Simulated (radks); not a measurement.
Question: Spin polarisation of the 4f6 shell in the samarium ion Sm2+. Start: [Xe] 4f(up 3, down 3); electrons of 4f are moved from spin down to spin up, other shells keep equal spins. All-electron calculation, non-relativistic Kohn-Sham, TPSS, spin-polarised, spherical densities, point nucleus; meta-GGA in the generalised Kohn-Sham scheme. Program: a radial shooting solver on a logarithmic mesh with Libxc functionals. Estimate the energy gained and the exchange splitting at a moment of 6 Bohr magnetons.

Answer: At moment 6 the spin-polarisation energy is -6.928 eV and the 4f exchange splitting 4.612 eV, that is 0.769 eV per Bohr magneton; E = -I m^2/4 would give I = 0.770 eV.
